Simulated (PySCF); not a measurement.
These 3 structures share the formula C2H10AlAs. Method: PySCF, PBE0-D3(BJ)/def2-SVP geometry optimisation, gas phase. Energies are electronic, without zero-point or thermal terms, for one conformer each. No frequencies were run at this level. Point groups hold within 0.08 Å.

Question: Order them by energy at this level, lowest first, and give relative energies in kcal/mol.
A. `[CH3:1][CH2:2][AlH2-:3][AsH3+:4]` with C1–C2–Al3–As4 -56°
B. `[CH3:1][CH2:2][AsH2+:3][AlH3-:4]` with C1–C2–As3–Al4 180°
C. `[H][As+:3]([H])([AlH2-:2][CH3:1])[CH3:4]` with C1–Al2–As3–C4 179°

Answer: C (0.0), B (6.8), A (6.9).

Neighbours under 2.5 kcal/mol apart (CC[AsH2+][AlH3-] and C[CH2][AlH2-][AsH3+]) can change places with a better method, another conformer or zero-point energy.

```csv
SMILES,E (Eh),E rel (kcal/mol),dipole (D),point group,"A, B, C (MHz)"
[CH3][AlH2-][AsH2+]C,-2559.62457,0.0,4.24,near Cs,"7303, 1504, 1309"
CC[AsH2+][AlH3-],-2559.61373,6.8,5.16,–,"9118, 1472, 1331"
C[CH2][AlH2-][AsH3+],-2559.61358,6.9,3.62,C1,"4727, 1567, 1267"
```
